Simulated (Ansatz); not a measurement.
Ideal-gas functions of `[Cl][Ti]([Cl])([Cl])[SeH]` at 800 K and 1 bar, from an Ansatz frequency run at PBE0-D4/def2-TZVP.

Molar mass 234.19 g/mol, point group Cs (symmetry number 1), electronic degeneracy 1, moments of inertia 455.892, 661.787, 672.047 u Å². Harmonic wavenumbers (cm⁻¹, unscaled): 88, 90, 114, 118, 122, 163, 311, 418, 450, 501, 524, 2411.

Use S(trans) = R[1.5 ln M + 2.5 ln T − 1.1517]; rotational temperatures θ = 24.2544 K / I; S(rot) = R[ln(√π/σ · √(T³/θAθBθC)) + 1.5]; for each mode x = 1.438777 ν̃/T, S = R[x/(eˣ − 1) − ln(1 − e⁻ˣ)] and H = RT x/(eˣ − 1); 1 cm⁻¹ = 0.0119627 kJ/mol; R = 8.31446 J/(mol·K).

Problem. By hand: the entropy, in J/(mol·K).

Solution. Translation 197.4. Rotation: θ = 0.0532, 0.0366, 0.0361 K, giving 140.4. Vibration, mode by mode: 23.65, 23.46, 21.50, 21.22, 20.94, 18.55, 13.25, 10.88, 10.30, 9.46, 9.11, 0.59, in all 182.9. Electronic 0.0. Sum 520.7 J/(mol·K).

Problem. By hand: H − E and G − E in kJ/mol, counted from the electronic energy.

Solution. Zero-point energy ½ × 5310 × 0.0119627 = 31.8; thermal vibration 58.1; translation, rotation and pV give 4 RT = 26.6. H − E = 116.5 kJ/mol, and G − E = 116.5 − 800 × 520.7/1000 = -300.1 kJ/mol.

Vibration gives 35 % of the entropy, 110.8 J/(mol·K) of it from the modes under 150 cm⁻¹: soft modes count most, and the harmonic formula is weakest for them. The sum counts one conformer and one mirror image; others add a mixing term.
